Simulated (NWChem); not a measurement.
Molecule: SeBrCl; SMILES Cl[Se]Br

```xyz
3

Se     0.7465    -0.5844     0.0000
Cl    -0.9693    -1.9204     0.0000
Br    -0.2544     1.5005     0.0000
```
Atoms are numbered in this order, from 1.

Results from NWChem. Pople sets run with spherical d functions. All runs use the structure optimised with PBE0/def2-SVP.

### Question
Taking PBE/6-311G** as the yardstick, which of these has the fewest basis functions while keeping “highest occupied level (eV)” within 0.05 eV of it: PBE/3-21G; PBE/STO-3G; PBE/6-31G*?

### Answer
none of them.
```
level         basis functions  highest occupied level (eV)  relative time (rough)
------------  ---------------  ---------------------------  ---------------------
PBE/STO-3G                 45                        -3.27                      1
PBE/3-21G                  57                        -5.67                      1
PBE/6-31G*                 82                        -5.74                      8
PBE/6-311G**              114                        -5.81                      6
```

The yardstick is one finite set, not the basis-set limit.
